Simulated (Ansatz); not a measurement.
```yaml
atoms:
  - { symbol: N, position_ang: [0.0402, -0.0214, -0.5954] }
  - { symbol: N, position_ang: [0.0352, 0.0049, 0.6510] }
  - { symbol: H, position_ang: [-0.0212, 0.9840, -0.8704] }
  - { symbol: H, position_ang: [0.0364, -0.9629, 0.9042] }
```

Basis set: aug-cc-pVDZ (spherical functions). Left uncorrelated: 2 orbitals. Charge 0, multiplicity 1.

Computed with Ansatz (development build ahead of 0.2.0); each method stands on the lowest determinant of its kind that the runs found. Restricted open shells among the atoms or ions are ROHF, correlated in semicanonical orbitals with singles.

The atomization energy at this shape (free ground-state atoms in the same class of orbitals less the molecule, no zero-point energy) of singlet N2H2:

| method | atomization energy |
| --- | --- |
| RHF | 6.49 eV |

What does RHF-MP2 give?

11.69 eV.
